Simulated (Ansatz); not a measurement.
CdSe, SMILES [Se]=[Cd].

The structure is a stationary point at B3LYP-D3(BJ)/def2-TZVP. The def2 effective core potentials stand for the cores of Cd; spin–orbit coupling is left out.

Two levels are set side by side: PBE/def2-TZVPD (Ansatz, a first-principles code) and ωB97X-V/def2-TZVPD (Ansatz). Energy differences of separate SCF runs at the same geometry; the states with an electron removed or added have multiplicity 2 and 2. Differences are taken from unrounded values.

```tsv
quantity	ωB97X-V	PBE	PBE minus ωB97X-V
vertical ionisation energy (eV)	7.83	8.12	0.29
vertical electron affinity (eV)	2.37	2.28	-0.09
vertical singlet–triplet gap (eV)	0.08	0.35	0.27
```
